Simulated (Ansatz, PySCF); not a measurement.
C3H9Sb, charge -1, doublet, at the geometry of the source list (a state made from the parent by changing its charge; the spin is typed, not shown lowest) (all electrons, no relativity) (in this run its highest filled SCF level lies above zero, so its values depend strongly on the basis, on diffuse functions most of all). Base run: WB97X/STO-3G in PySCF.

Geometry (Å):
```xyz
13

Sb    -0.0020     0.0177     1.2288
C      0.1873    -1.8164     0.0813
H      0.8437    -2.5158     0.5920
H      0.5988    -1.5878    -0.8986
H     -0.7923    -2.2725    -0.0344
C      1.4690     1.0824     0.0422
H      2.4656     0.7180     0.2650
H      1.4278     2.1421     0.2660
H      1.2590     0.9318    -1.0109
C     -1.6540     0.7350     0.0198
H     -2.5607     0.2022     0.2850
H     -1.4326     0.5696    -1.0289
H     -1.8095     1.7937     0.1927
```
Charge -1, spin multiplicity 2.
Orbitals are unrestricted.
All else is at PySCF's defaults.

The same geometry, method and basis name were run in Ansatz (a first-principles code) and PySCF, at each program's defaults and at the settings that a row names. The base is PySCF at its defaults. Differences at the defaults can come from grids, fitting, cores and function types together. The rows with settings made alike still differ; the cause (another SCF solution, basis table, core potential or functional code) wasn't traced.

| code and settings | ΔE vs base (µEh) | basis functions | E (Eh) | SCF cycles |
|---|---|---|---|---|
| PySCF, defaults (exact integrals, its default grid, spherical functions) | 0.0 | 51 | -6371.67118 | 18 |
| Ansatz, defaults (factorised integrals, its default grid, spherical functions) | 85.2 | 51 | -6371.67109 | - |
| PySCF, fine grid | 475 | 51 | -6371.67070 | 18 |
| Ansatz, high accuracy | 81.9 | 51 | -6371.67109 | - |

Open shells are given as the SCF converged; they aren't shown to be the lowest states, and a large step between rows can be another state.
